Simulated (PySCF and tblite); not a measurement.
Values are calculated unless marked as measured or tabulated.
C5H11FOSSi, numbered as in [O:1]=[S@@:2]1[CH2:3][CH2:4][CH2:5][C@@H:6]([F:7])[C@@H:8]1[SiH3:9].

The ensemble was built from 60 distance-geometry starts (ETKDG and KDG, MMFF94s, GFN2-xTB) and rests on GFN2-xTB geometries. Free energies are LC-wPBE-D3(BJ)/cc-pVDZ single points with GFN2-xTB rigid-rotor and vibrational terms (modes under about 100 cm⁻¹ blended into free rotors). Symmetry numbers and mirror images are counted. Conformers within 2.5 kcal/mol (GFN2-xTB free energy) were kept, 5 at most. GIAO shieldings: B97-2/def2-SVP, starting guess atom. Shifts are against CFCl3 (¹⁹F) at the same level. Codes: tblite and PySCF.

The 6-ring runs over atoms 2–3–4–5–6–8.

```
conformer                         shape  symmetry  E(GFN2) kcal/mol  E(DFT) kcal/mol
        1       6-ring chair (O1 axial)        C1              0.00             0.61
        2  6-ring chair (F7, Si9 axial)        C1              0.51             0.00
```

(1) How much do the weights at 298.15 K and the averaged shift of F7 depend on how the conformers are weighted?

Unscaled ¹⁹F shifts at such levels can be off by tens of ppm; differences between conformers or isomers are more reliable.

Answers

(1) 
```csv
weighting,1 (%),2 (%),δ (ppm),rms dipole (D)
"DFT energy with thermal terms, symmetry and mirror images (full scheme)",53,47,-178.7,3.24
DFT energy with symmetry and mirror images,26,74,-174.5,3.19
bare DFT energy,26,74,-174.5,3.19
GFN2-xTB energy with symmetry and mirror images,70,30,-181.6,3.27
GFN2-xTB free energy,88,12,-184.5,3.30
leading conformer alone,100,0,-186.5,3.33
equal weights,50,50,-178.3,3.23
```

The largest departure from the full scheme, 7.7 ppm, comes with: leading conformer alone.


Conformer gaps in cc-pVDZ on xTB geometries can be 2 kcal/mol off for S=O, P=O and other polar bonds.